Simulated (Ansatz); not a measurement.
The cluster InAs₂⁻, relaxed as a singlet with RKS r2SCAN-D4/def2-TZVPD in Ansatz, starting from the GFN1-xTB geometry. Force threshold 0.02 eV/Å.

In the def2 sets In takes a core potential; there is no spin–orbit coupling. The restricted singlet is unstable towards broken spin symmetry in Hartree–Fock (as tested in another run); at r2SCAN-D4/def2-TZVPD this wasn't settled. An occupied level lies above an empty one. Another isomer (singlet) lies 2.04 eV lower at PBE0-D4/def2-TZVPD; other spin states weren't run for this one.

Start:

Cartesian coordinates in Å:
```
In 0.0000 0.0000 0.0000
As 0.1550 -1.1493 0.8619
As -0.1550 1.1493 -0.8619
```

```csv
step,energy (eV),largest force component (eV/Å),SCF passes
1,-126800.9059,100.773,17
2,-126833.2472,49.674,153
3,-126848.9007,22.589,86
4,-126855.7993,9.404,87
5,-126858.4402,3.014,52
6,-126859.0317,0.068,52
7,-126859.0318,0.064,49
8,-126859.0322,0.002,25
```

Force components are those of the run's own axes.

End:

```xyz
3

In    0.000    0.000    0.000
As    0.259   -1.923    1.442
As   -0.259    1.923   -1.442
```

By distances, no bond broke or formed. The bond that changes most is In1–As3, from 1.44 to 2.42 Å (atoms count from 1).

No frequencies were taken in this run, so the end may be a saddle point.

Run time 2.1 min (4 threads of Arm Neoverse V1 on a shared host).
